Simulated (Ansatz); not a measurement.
C$_{4}$H$_{9}$NaO, triplet, at the geometry of the source list (a higher spin typed on purpose: for a closed-shell molecule this is an excited state). Base run: Ansatz (a first-principles code) with HF/6-31G.

Input for Ansatz:
Ansatz 0.2 input:
```yaml
crystal:
  periodic: [false, false, false]
  atoms:
    - {symbol: Na, position_ang: [1.75540000, 2.12710000, 1.42110000]}
    - {symbol: O, position_ang: [0.33980000, 0.98330000, 1.23090000]}
    - {symbol: C, position_ang: [-0.00320000, 0.13190000, 0.22460000]}
    - {symbol: C, position_ang: [1.09250000, -0.92960000, -0.01160000]}
    - {symbol: C, position_ang: [-1.31440000, -0.60360000, 0.59010000]}
    - {symbol: C, position_ang: [-0.23230000, 0.89090000, -1.10010000]}
    - {symbol: H, position_ang: [0.79550000, -1.64270000, -0.77630000]}
    - {symbol: H, position_ang: [1.27870000, -1.46100000, 0.91880000]}
    - {symbol: H, position_ang: [2.01770000, -0.43470000, -0.32360000]}
    - {symbol: H, position_ang: [-1.16720000, -1.15260000, 1.51560000]}
    - {symbol: H, position_ang: [-1.61260000, -1.29120000, -0.19690000]}
    - {symbol: H, position_ang: [-2.09990000, 0.12920000, 0.74920000]}
    - {symbol: H, position_ang: [0.69920000, 1.37720000, -1.40690000]}
    - {symbol: H, position_ang: [-0.98950000, 1.65590000, -0.94480000]}
    - {symbol: H, position_ang: [-0.55990000, 0.22000000, -1.89000000]}
basis:
  gaussian:
    orbitals: 6-31G
hamiltonian:
  xc: hf
magnetization: {spin_polarized: true, initial_magnetization: 2}
```

Variants of this job, named by their change:

```json
[
 {"change": "base", "basis functions": "76", "E (Eh)": "-393.25491"},
 {"change": "basis = cc-pVDZ-DK; relativity = spin-free X2C; nucleus = Gaussian", "basis functions": "133", "E (Eh)": "-393.69042"},
 {"change": "basis = ANO-RCC-VDZP; relativity = spin-free X2C; nucleus = Gaussian", "basis functions": "133", "E (Eh)": "-393.75897"},
 {"change": "basis = ANO-RCC-VDZP; relativity = spin-free X2C", "basis functions": "133", "E (Eh)": "-393.75906"},
 {"change": "basis = ANO-RCC-VDZP; relativity = none", "basis functions": "133", "E (Eh)": "-393.39013"},
 {"change": "basis = cc-pVDZ-DK; relativity = spin-free X2C", "basis functions": "133", "E (Eh)": "-393.69051"},
 {"change": "basis = cc-pVDZ-DK; relativity = none", "basis functions": "133", "E (Eh)": "-393.33374"},
 {"change": "basis = x2c-SVPall; relativity = spin-free X2C", "basis functions": "130", "E (Eh)": "-393.43774"},
 {"change": "basis = x2c-SVPall; relativity = spin-free X2C; nucleus = Gaussian", "basis functions": "130", "E (Eh)": "-393.43766"},
 {"change": "basis = x2c-SVPall; relativity = none", "basis functions": "130", "E (Eh)": "-393.10598"}
]
```

Totals shift with the method and basis; they matter in differences.

Ansatz warned in this series: the basis is contracted for relativity, which the run leaves out.

Basis sets contracted for a relativistic Hamiltonian are a mismatch without it, so the rows without relativity aren't non-relativistic limits. No row has spin-orbit coupling; sets with core potentials leave out the core electrons.
